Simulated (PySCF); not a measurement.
Compound: H4SiTe.
Cartesian coordinates in Å at the PBE0-D3(BJ)/def2-SVP level; atoms count from 1:
```xyz
6
H4SiTe angstrom
Si    -0.6048   -0.0229   -0.0547
Te     1.7457   -0.2643   -0.8851
H     -0.9546    1.4082    0.1841
H     -0.8257   -0.7994    1.2003
H     -1.4568   -0.5754   -1.1479
H      2.3543    0.4400    0.4962
```

Computed, not measured: PBE0-D3(BJ)/def2-SVP geometry optimisation, gas phase, def2 core potentials past Kr in PySCF 2.14.0.

(1) Which atoms are bound to Te2, and at what distances?

(2) What is the shape at Te2?

(3) What are the other bond lengths?

(4) What are the rotational constants (commonest isotopes, rigid rotor)?

## Answers

(1) 2 atoms: H6 1.666 Å, Si1 2.505 Å. The nearest atom not counted as bound is H5, at 3.23 Å.

(2) Bent: angle 91.6°.

(3) Si1–H3, Si1–H4, Si1–H5 1.492 Å.

(4) A = 57730, B = 3026, C = 2976 MHz: a near-prolate asymmetric top.

Point group: Cs (tolerance 0.08 Å). Charge 0, singlet. Whether it is a minimum is left open (no frequencies).

On one thread, Arm Neoverse N1 (aarch64), no GPU, shared host with 64 logical CPUs at a one-minute load of 57, this took 11 s of wall time and 0.29 GiB of memory at its peak. These figures are those of the optimisation.
